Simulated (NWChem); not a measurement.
# Polarisability of CH3Li

```
C
H 1 1.1088
H 1 1.1088 2 105.03
H 1 1.1088 2 105.03 3 110.50
Li 1 1.9721 2 113.61 4 124.75
```
Charge 0, spin multiplicity 1.

Program: NWChem. All single points use one geometry, from PBE0/def2-SVP, a minimum by its harmonic frequencies.

Basis set: def2-SVPD. Static limit.

The correlated methods keep 1 core orbital frozen. B3LYP has NWChem's definition, with VWN1-RPA local correlation. The structure started from a generated list of species. Coupled-cluster values serve here as a point of comparison, not as the truth.

Problem. For the isotropic polarisability, HF gives 28.86 bohr³ and PBE gives 40.25 bohr³. What do BHandHLYP, B3LYP, CCSD linear response give?

Solution. BHandHLYP: 32.13 bohr³; B3LYP: 36.65 bohr³; CCSD linear response: 34.21 bohr³.
